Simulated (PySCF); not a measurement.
**Radial density of Sb²⁺ (antimony, charge +2)**

UHF, [Kr] 4d10 5s2 5p1, 2P determinant. All numbers are calculated (PySCF 2.14, a scalar-relativistic core potential, in def2-SVP with the def2 core potential (28 electrons) (4s4p2d, 26 functions)). This is the valence pseudo-density: the core potential removes the inner electrons and smooths the orbitals near the nucleus.

```tsv
r (bohr)	4πr²ρ (e/bohr)	4πr²(ρα − ρβ)
0.00493	1.389e-05	0.0000
0.00829	3.844e-05	0.0000
0.0139	0.0001022	0.0000
0.0235	0.0002446	0.0000
0.0395	0.0004630	0.0000
0.0664	0.0008406	0.0000
0.112	0.005515	0.0000
0.188	0.07034	0.0002
0.316	1.185	0.0049
0.531	13.70	0.0698
0.894	22.38	0.0077
1.50	5.694	0.2400
2.53	1.452	0.4915
4.25	0.1057	0.0641
7.15	0.001058	0.0009
```

Energies and moments cover only the electrons outside the core potential.
